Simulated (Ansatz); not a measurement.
What each rung costs, and what it gives

Saddle point of ZnH₄O₂, closed shell (ZnH₂O₂ ([OH][Zn][OH]) + H₂ → ZnH₂O ([OH][ZnH]) + H₂O (still joined by a long Zn–O bond); bonds formed: Zn1–H5, O2–H4; bonds broken: H4–H5; bonds weakened to dative contacts: Zn1–O2), PBE0-D4/def2-TZVP structure:

```
7
angstrom
Zn -0.0316 -0.0637 -0.4208
O -0.1191 -0.6797 1.4194
O 0.4068 -0.4352 -2.1115
H -0.4383 0.5667 1.2619
H -0.6810 1.3025 0.6404
H 0.6363 -0.9657 1.9407
H 0.2271 0.2749 -2.7301
```

Barriers are electronic and count from the start structure reached by relaxing down the imaginary mode.

Computed with Ansatz 0.2.0 (basis: as named in each row); correlated methods freeze the cores. The 3s and 3p shells of Cu and Zn are frozen; filled d shells are correlated. B3LYP uses VWN-RPA correlation. Extrapolation: Hartree–Fock as exp(−7.88 √X), correlation as X^−2.97.

Times are rough, for one single point on 4 threads of a shared host (Arm Neoverse V2).

The estimate by CCSD(T) at an estimated basis limit (MP2 extrapolated from triple and quadruple zeta, plus CCSD(T) − MP2 in triple zeta) is 25.86 kcal/mol.

| method | basis | time (s) | barrier (kcal/mol) | method less estimate |
| --- | --- | --- | --- | --- |
| HF | STO-3G | under 1 | 76.50 | 50.64 |
| SPW92 | def2-SVP | under 1 | 8.53 | -17.33 |
| PBE-D4 | def2-SVP | under 1 | 14.76 | -11.10 |
| B3LYP-D4 | 6-31G | under 1 | 25.43 | -0.43 |
| PBE0-D4 | def2-SVP | under 1 | 16.19 | -9.67 |
| SPW92 | def2-TZVPP | under 1 | 14.42 | -11.44 |
| PBE-D4 | def2-TZVPP | under 1 | 20.83 | -5.03 |
| BLYP-D4 | def2-TZVPP | under 1 | 24.26 | -1.60 |
| CCSD(T) | def2-SVP | 1 | 20.02 | -5.84 |
| B3LYP-D4 | def2-TZVPP | 1 | 24.48 | -1.38 |
| PBE0-D4 | def2-TZVPP | 1 | 21.73 | -4.13 |
| BHLYP-D4 | def2-TZVPP | 1 | 25.56 | -0.30 |
| CAM-B3LYP-D4 | def2-TZVPP | 1 | 24.22 | -1.64 |
| r2SCAN-D4 | def2-TZVPP | 2 | 22.40 | -3.46 |
| RPA on PBE | def2-TZVPP | 2 | 25.89 | 0.03 |
| r2SCAN0-D4 | def2-TZVPP | 2 | 22.73 | -3.13 |
| B2PLYP | def2-TZVPP | 2 | 25.52 | -0.34 |
| PBE-D4 | STO-3G | 2 | 44.43 | 18.56 |
| PBE-QIDH | def2-TZVPP | 2 | 23.70 | -2.16 |
| wB97M-V | def2-SVP | 2 | 17.25 | -8.62 |
| wB97X-V | def2-TZVPP | 4 | 24.83 | -1.03 |
| B97M-V | def2-TZVPP | 4 | 23.19 | -2.67 |
| wB97M-V | def2-TZVPP | 4 | 24.28 | -1.59 |
| MP2 | def2-QZVPP | 6 | 26.96 | 1.10 |
| CCSD(T) | def2-TZVPP | 27 | 25.30 | -0.56 |

All methods are single points on the PBE0-D4 structures.

No T1 diagnostic of these runs exceeds 0.017.

Labels in which every atom is bracketed show which atoms are joined, not bond orders.
